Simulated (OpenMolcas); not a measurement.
## Re²⁺: terms and fine structure

| Item | Value |
| --- | --- |
| Program | OpenMolcas 26.06 |
| Method | SS-CASPT2, IPEA 0.25 Eh, imaginary shift 0.1 Eh (closed shells correlated: 5s 5p) |
| Basis | ANO-RCC-VTZP [8s7p5d3f2g1h] |
| Scalar Hamiltonian | DKH2, point nucleus |
| Active space | 5 electrons in 5 orbitals (5d) |
| State averaging | 2S+1 = 6 even, 1 root; 2S+1 = 4 even, 24 roots kept (CI in the orbitals of an earlier block); 2S+1 = 2 even, 75 roots kept (CI in the orbitals of an earlier block) |
| Spin-orbit coupling | RASSI with atomic mean-field integrals over the reference wave functions, term energies averaged over their components |

With spin-orbit coupling, above the lowest level:

```csv
Configuration,Term,J,E (eV),Measured (eV),Term weight %,Second
5d5,6S,5/2,0.0000,0.0000,91,8 4P
5d5,4G,5/2,2.022,,30,18 4D
5d5,4G,7/2,2.405,2.0942,71,12 4D
5d5,4D,3/2,2.440,,47,46 4P
5d5,4G,5/2,2.482,,49,23 4D
5d5,4G,11/2,2.510,2.2342,88,10 2H
5d5,4G,9/2,2.568,2.2746,91,5 4F
5d5,4P,1/2,2.697,,61,36 4D
5d5,4D,7/2,2.945,2.5359,75,20 4G
5d5,4D,5/2,3.203,,42,22 2D(1)
5d5,4D,1/2,3.279,,64,34 4P
5d5,4P,3/2,3.409,,45,45 4D
5d5,2I,11/2,3.644,3.2447,78,15 2H
5d5,4F,7/2,3.822,,36,22 2F(1)
5d5,4F,3/2,3.857,,47,46 2D(1)
5d5,2G(1),9/2,3.930,,43,42 4F
5d5,4P,5/2,3.931,,20,18 4F
5d5,2I,13/2,3.933,3.5444,100,
5d5,4F,5/2,4.311,,47,21 2F(1)
5d5,2H,9/2,4.519,,51,39 4F
5d5,2G(1),7/2,4.586,,38,19 2F(2)
5d5,4F,3/2,4.707,,47,45 2D(1)
5d5,2F(2),5/2,4.789,,58,17 4F
5d5,2F(1),7/2,4.833,,48,38 2G(1)
5d5,2F(2),7/2,5.114,,52,34 4F
5d5,2H,11/2,5.208,,75,20 2I
5d5,2G(1),9/2,5.264,,44,38 2H
5d5,2S,1/2,5.272,,89,6 4P
5d5,2F(1),5/2,5.555,,38,35 2D(1)
5d5,2D(2),3/2,5.913,,91,4 4D
5d5,2D(2),5/2,6.245,,73,15 2F(2)
5d5,2G(2),9/2,6.658,,96,3 2G(1)
5d5,2G(2),7/2,6.800,,89,6 2F(2)
5d5,2P,3/2,7.598,,87,11 2D(3)
5d5,2P,1/2,7.890,,94,5 2S
5d5,2D(3),5/2,8.578,,96,2 2D(2)
5d5,2D(3),3/2,8.773,,83,13 2P
```

Against the 6 measured excited levels shown (the list in Brasseur, Gamrath and Quinet, At. Data Nucl. Data Tables 157, 101636 (2024)) the mean absolute deviation is 2800 cm-1; the largest miss in energy is 5d5 4D 7/2 [75 %]: computed 2.945, measured 2.5359 eV (+16.1 %).

Spin-orbit coupling puts the lowest level 0.2436 eV below the lowest spin-free term.

A least-squares Racah fit to the terms below 60000 cm-1, each weighted by 2L + 1 and with a free common offset, gives B = 598 cm-1 and C = 2829 cm-1 (C/B = 4.73), with an rms deviation of 681 cm-1.

CASPT2 breaks the degeneracy within a term, and the mean is taken; among the terms shown or strongly mixed into the levels shown the widest spread is 660 cm-1 (5d5 2F(2)). Configurations with an s electron lie low in 5d ions of this charge, fall among these levels and mix in, so low-spin terms can stand far too high, up to twice their true height, and weights are not those of the real levels. Terms from blocks run as CI alone lack orbitals of their own. Some terms miss by over 15 % even with CASPT2, which points to a basis or an active space too small for the shells correlated. Measured partners are found by configuration, term and J. A level has none where our copy of the source lacks it or the pairing is in doubt (some pairs that miss far off the trend of their configuration count as doubtful), and it then counts in no deviation. Only configurations of the active space appear.

The term weight is that of the spin-free term in the level, not the purity of its configuration. A share in square brackets marks a mixed level and gives the weight of the term that names it. A number in round brackets counts repeated terms of one configuration in the order of the reference energies.
